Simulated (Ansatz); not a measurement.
Cost and result for the atomization energy of CH₆BGaSi (10 atoms, 11 bonds).

```xyz
10

B     0.8252    1.0274    0.4410
C     0.4233   -0.0920   -0.6587
Si   -0.8071   -0.0843    0.8873
Ga   -1.0704   -1.7419   -1.1611
H     0.5184    2.1631    0.2139
H     1.7307    0.7756    1.1842
H     1.1912   -0.8648   -0.7645
H    -2.1474    0.0089    0.1945
H    -0.7950   -1.5444    1.2786
H     0.1310    0.3523   -1.6153
```

Charge 0, multiplicity 1. Correlated methods include outer-core shells of Ga, which these sets cover unevenly. Scalar relativity is left out up to krypton. The bonds changed during the relaxation, so this is another structure than the one it started from. The geometry is a stationary point of PBE0-D4/def2-TZVP. Program: Ansatz. All runs use 4 threads of an Arm Neoverse V2 on a shared host. Times are those of one run each, without the atoms' runs, and a repeat can differ threefold. Electronic energies, without spin–orbit coupling; frozen cores. CCSD(T)/CBS adds CCSD(T) − MP2 in def2-TZVPP to the MP2 limit, and its time is that of the two runs behind it. T1 = 0.015. With those shells the extrapolation isn't a true limit. B3LYP takes the VWN-RPA correlation (the form of Gaussian; ORCA's B3LYP/G).

CCSD(T)/CBS is a level of theory with its own doubt, some kJ/mol a heavy atom from the limit and from the frozen cores, so smaller differences don't rank the functionals.

```csv
level,functions,wall time,atomization (kJ/mol),difference from CCSD(T)/CBS,per bond
PBE-D4/def2-TZVPP (with forces),236,2.5 s,3233.0,55.7,5.1
PBE0-D4/def2-TZVPP,236,3.1 s,3196.8,19.5,1.8
B3LYP-D4/def2-TZVPP (with forces),236,4.8 s,3176.7,-0.6,-0.1
r2SCAN-D4/def2-TZVPP (with forces),236,5.5 s,3211.9,34.6,3.1
B2PLYP/def2-TZVPP,236,5.5 s,3134.5,-42.8,-3.9
ωB97X-V/def2-TZVPP,236,8 s,3181.9,4.6,0.4
ωB97M-V/def2-TZVPP (with forces),236,12 s,3189.7,12.4,1.1
MP2/def2-QZVPP,453,21 s,3167.7,-9.6,-0.9
CCSD(T)/def2-TZVPP,236,96 s,3103.1,-74.2,-6.7
CCSD(T)/CBS(def2),–,120 s,3177.3,0.0,0.0
```

From PBE to PBE0 (25 % exact exchange), in def2-TZVPP and without D4, the atomization energy moves by −32.3 kJ/mol: exact exchange takes away binding that semilocal exchange gives to molecules. In def2-TZVPP, CCSD(T) changes the Hartree–Fock value by +759.8 kJ/mol (the triples alone add +51.1 kJ/mol) and MP2 by +781.2 kJ/mol; breaking electron pairs costs correlation energy, which Hartree–Fock lacks. The D4 term adds +40.3 kJ/mol with B3LYP and +20.6 kJ/mol with PBE0; it sums over pairs of atoms, weighted by their polarisabilities, and B3LYP, whose exchange is more repulsive, gets the larger term.
